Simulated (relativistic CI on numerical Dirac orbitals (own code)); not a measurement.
## Spin-allowed bands of a d7 ion in an octahedral site, by hand

Problem. Take Δ = 7250 cm⁻¹ and B = 670 cm⁻¹ for a high-spin d7 ion in an octahedral site. Calculate the three spin-allowed bands.

Working.
1. The terms of highest spin are 4F (energy 0) and 4P (15B = 10050 cm⁻¹). Here the F term splits into A2 at +1.2Δ = 8700, T2 at +0.2Δ = 1450 and T1 at −0.6Δ = -4350 cm⁻¹.
2. The two T1 states mix through the element 0.4Δ: H = [[-4350, 2900], [2900, 10050]], with roots ½(H₁₁ + H₂₂) ∓ ½√[(H₂₂ − H₁₁)² + 4H₁₂²] = ½(5700) ∓ ½(15524) = -4912 and 10612 cm⁻¹.
3. The ground term is 4T1 at -4912 cm⁻¹.
4. Bands: 4T2 6362 cm⁻¹ (1572 nm), 4A2 13612 cm⁻¹ (735 nm), 4T1(P) 15524 cm⁻¹ (644 nm).

Check. Exact diagonalisation of the whole d7 shell with these parameters gives 4T2 6362, 4A2 13612, 4T1 15524 cm⁻¹. The match is exact, since without spin-orbit coupling no other term has this spin. The ratio of the second band to the first, 2.140, depends on Δ/B = 10.8 alone, which is how a Tanabe-Sugano diagram is read.
